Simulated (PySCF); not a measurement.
How methods differ on the ionisation energy of Rh²⁺

Rh²⁺ [Kr] 4d7 (4F) → Rh³⁺ [Kr] 4d6 (5D), as a difference of total energies. Calculation: PySCF 2.14, in x2c-TZVPPall; scalar relativity by spin-free X2C-1e. Correlated levels: valence: [Kr] frozen. The calculations carry no spin-orbit coupling.

```csv
method,ionisation energy (eV),difference from reference (eV)
UHF,29.354,-1.706
MP2 (valence),30.673,-0.387
SCS-MP2 (valence),30.826,-0.234
CCSD (valence),30.613,-0.447
CCSD(T) (valence),30.660,-0.400
```

Reference: 31.06 eV (semi-empirical (NIST evaluation); NIST Atomic Spectra Database, ionization energies).

The reference lies between the lowest fine-structure levels, while these numbers refer to the centres of the terms.

Errors of the correlated levels include the incompleteness of this basis and the frozen core.
